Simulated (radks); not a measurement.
Valence configurations of Tm3+ (all share [Xe]). Method: scalar-relativistic Kohn-Sham, r2SCAN, spin-polarised, spherical densities, finite nucleus; open shells are filled with parallel spins first (spin-orbit coupling, left out, can overturn this in heavy ions); meta-GGA in the generalised Kohn-Sham scheme; Fermi nuclear charge, rms radius 5.2256 fm; computed with a radial shooting solver on a logarithmic mesh with Libxc functionals. Energies are relative to 4f12; eigenvalues in eV for spin up.

\begin{tabular}{lrrrrrr}
valence & E (eV) & moment (Bohr magnetons) & e(4f) & e(5d) & e(6p) & e(6s) \\ \hline
4f12 & 0.000 & 2 & -36.638 & - & - & - \\
4f11.5 5d0.5 & 5.436 & 3 & -40.670 & -25.973 & - & - \\
4f11.5 6s0.5 & 6.450 & 3 & -42.332 & - & - & -25.262 \\
4f11 5d1 & 11.887 & 4 & -44.858 & -27.278 & - & - \\
4f11 6s1 & 14.393 & 4 & -48.252 & - & - & -27.086 \\
4f11 6p1 & 20.882 & 4 & -49.537 & - & -21.077 & - \\
4f10 5d2 & 28.246 & 6 & -53.680 & -29.717 & - & - \\
4f10 5d1 6s1 & 32.117 & 6 & -57.293 & -31.975 & - & -28.214 \\
4f10 5d1.5 6p0.5 & 33.597 & 6 & -56.139 & -31.325 & -20.508 & - \\
4f9 5d1 6s2 & 63.195 & 6 & -70.771 & -36.437 & - & -29.963 \\
\end{tabular}

NIST lists [Xe] 4f12 as the ground configuration; this level of theory agrees among the configurations tried. The energies are those of spherical high-spin densities, not of single terms.
